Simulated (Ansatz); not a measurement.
Geometry optimisation, Ansatz, RKS PBE-D4/def2-mTZVP.

The input (input.yaml):

```yaml
crystal:
  periodic: [false, false, false]
  atoms:
    - { symbol: Al, position_ang: [-7.0e-05, -0.190189, 0.235565] }
    - { symbol: "N", position_ang: [-0.021934, -0.093707, 2.097082] }
    - { symbol: H, position_ang: [-0.804915, -0.484929, 2.619866] }
    - { symbol: H, position_ang: [0.843555, -0.226869, 2.619664] }
    - { symbol: F, position_ang: [1.423581, 0.003291, -0.594505] }
    - { symbol: F, position_ang: [-1.41993, -0.394554, -0.598253] }
    - { symbol: H, position_ang: [-0.229651, 2.513773, 0.730187] }
    - { symbol: H, position_ang: [-0.205836, 1.996384, 1.226794] }
basis:
  gaussian: { orbitals: def2-mTZVP }
hamiltonian:
  xc: pbe
  dispersion: d4
relax:
  f_tol: 0.03
  max_steps: 50
output:
  orbitals: {}
```

Command:

```bash
$ ansatz run input.yaml --threads 2 --pin off --max-ram 3072MiB --backend cpu --events-out ev --progress --plain --runs-dir out
```

Problem. Where does it end, and by what steps?

Solution. It converged. After 9 steps the energy has fallen by 0.234 eV; H7 moved furthest, 0.49 Å.

```tsv
step	energy less start (eV)	largest force component (eV/Å)	accepted
0	0.0000	1.700	yes
1	-0.1486	1.055	yes
2	-0.1857	0.748	yes
3	-0.2079	0.408	yes
4	-0.2228	0.429	yes
5	-0.2291	0.332	yes
6	-0.2313	0.104	yes
7	-0.2333	0.057	yes
8	-0.2338	0.034	yes
9	-0.2344	0.029	yes
```

```xyz
8
Properties=species:S:1:pos:R:3
Al -0.002 -0.033 0.415
N 0.030 -0.414 2.138
H -0.783 -0.698 2.679
H 0.879 -0.514 2.689
F 1.416 0.225 -0.418
F -1.435 -0.087 -0.430
H -0.254 2.396 0.260
H -0.266 2.248 1.004
```

Time of the run: 15 s on 2 threads of Arm Neoverse V2, with other jobs on the host, peak memory 0.15 GiB.
